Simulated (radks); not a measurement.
Initial-state core-level shifts of neutral niobium when its valence configuration changes from [Kr] 4d4 5s1. Calculated with a radial shooting solver on a logarithmic mesh with Libxc functionals: scalar-relativistic Kohn-Sham, r2SCAN, spin-polarised, spherical densities, finite nucleus; open shells are filled with parallel spins first (spin-orbit coupling, left out, can overturn this in heavy ions); meta-GGA in the generalised Kohn-Sham scheme; Fermi nuclear charge, rms radius 4.324 fm. Shifts are changes of the shell-averaged eigenvalues in eV (positive: less bound); the change of the density at the nucleus, which sets a Mossbauer isomer shift, is in e/bohr^3, on a base of 8.402e+04.

| valence | 1s | 2s | 4s | 4p | density at nucleus |
|---|---|---|---|---|---|
| 4d5 | +2.270 | +2.435 | +2.312 | +2.178 | -11.707 |
| 4d3.5 5s1.5 | -1.549 | -1.621 | -1.540 | -1.474 | +4.569 |
| 4d4.5 5s0.5 | +1.199 | +1.286 | +1.213 | +1.142 | -6.152 |
| 4d3 5s1 5p1 | -4.064 | -4.233 | -4.017 | -3.848 | +2.727 |
| 4d3.5 5s1 5p0.5 | -1.982 | -2.058 | -1.977 | -1.901 | +1.204 |
| 4d2.5 5s1.5 5p1 | -5.895 | -6.171 | -5.760 | -5.493 | +8.964 |
| 4d3 5s1.5 5p0.5 | -3.682 | -3.848 | -3.631 | -3.473 | +6.606 |
| 4d4 5p1 | -1.271 | -1.218 | -1.285 | -1.304 | -10.815 |
| 4d2.5 5s1 5p1.5 | -6.240 | -6.520 | -6.108 | -5.830 | +4.534 |
